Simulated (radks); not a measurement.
Results of a calculation; reference values are marked as such.
Effect of the nuclear size on the nickel ion Ni3+, [Ar] 3d7. Code: a radial shooting solver on a logarithmic mesh with Libxc functionals. Model: Dirac Kohn-Sham, exchange-only LDA, spin-unpolarised, spherical densities, finite nucleus; open shells fill j = l - 1/2 first; Fermi nuclear charge, rms radius 3.7757 fm. The rms radius is varied about that value; shifts are against it.

rms radius (fm)  total energy shift (eV)  density at nucleus (e/bohr^3)  1s1/2 shift (meV)  2s1/2 shift (meV)  3s1/2 shift (meV)
3.0923                           -0.0518                      1.968e+04              -22.1              -2.05             -0.309
3.5718                           -0.0165                      1.954e+04              -7.02             -0.653             -0.098
3.7757                                 0                      1.949e+04              0.000              0.000              0.000
4.04                              0.0227                      1.943e+04               9.65              0.898              0.135
4.5497                            0.0705                      1.931e+04               30.0               2.79              0.421

Slopes of the eigenvalues against <r^2> in GHz/fm^2, as finite differences over the two radii next to the reference (eigenvalue slopes, not the field-shift constants of lines): 1s1/2 1130, 2s1/2 105, 3s1/2 15.8.
